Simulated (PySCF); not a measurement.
# How methods differ on the excitation energy of Be

Be [He] 2s2 (1S) → Be [He] 2s1 2p1 (3P), as a difference of total energies. Calculation: PySCF 2.14, in aug-cc-pCVTZ-DK with one added diffuse shell each of s, p, d, f type (8s7p5d3f, 75 functions); the spin-free X2C one-electron Hamiltonian (Gaussian nucleus). Correlated levels: valence and next inner shell: nothing frozen. The calculations carry no spin-orbit coupling.

```tsv
method	excitation energy (cm⁻¹)
UHF	13065
MP2 (valence and next inner shell)	18904
SCS-MP2 (valence and next inner shell)	20585
CCSD (valence and next inner shell)	21965
CCSD(T) (valence and next inner shell)	22050
```

Errors of the correlated levels include the incompleteness of this basis.

For comparison: 21980 cm⁻¹ (measured; NIST levels, between the centres of gravity of the two terms).
